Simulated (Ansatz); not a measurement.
Computed with Ansatz on PBE0-D4/def2-TZVP structures; ΔE is electronic, products minus reactants. CCSD(T)/CBS adds triple-zeta CCSD(T) − MP2 to the extrapolated MP2 energy (def2 sets, frozen cores). This one scheme is used for every species. DFT in def2-TZVPP. One conformer a species, not always the lowest.

Consider the ligand exchange at the Si–C bond: `BC([SiH3])[SiH2]Cl` + `N[SiH3]` → `[SiH3]N[SiH2]Cl` + `BC[SiH3]`.

| species | r2SCAN energy (Eh) |
| --- | --- |
| `BC([SiH3])[SiH2]Cl` | -1106.91934 |
| `N[SiH3]` | -347.23951 |
| `[SiH3]N[SiH2]Cl` | -1097.58591 |
| `BC[SiH3]` | -356.59281 |

**Question.** Work out ΔE.

**Answer.** ΔE = (-1097.58591) + (-356.59281) − (-1106.91934) − (-347.23951) = -0.01987 Eh = -0.54 eV. CCSD(T)/CBS gives -0.53 eV.

Largest T1 diagnostic among the species: 0.011.

The D4 term adds +0.05 eV with B3LYP and +0.03 eV with PBE0; it sums over pairs of atoms, weighted by their polarisabilities, and B3LYP, whose exchange is more repulsive, gets the larger term. In def2-TZVPP, CCSD(T) changes the Hartree–Fock value by +0.19 eV (the triples alone add +0.03 eV) and MP2 by +0.20 eV.

B3LYP here is the variant with VWN-RPA as its local correlation; programs differ in this.
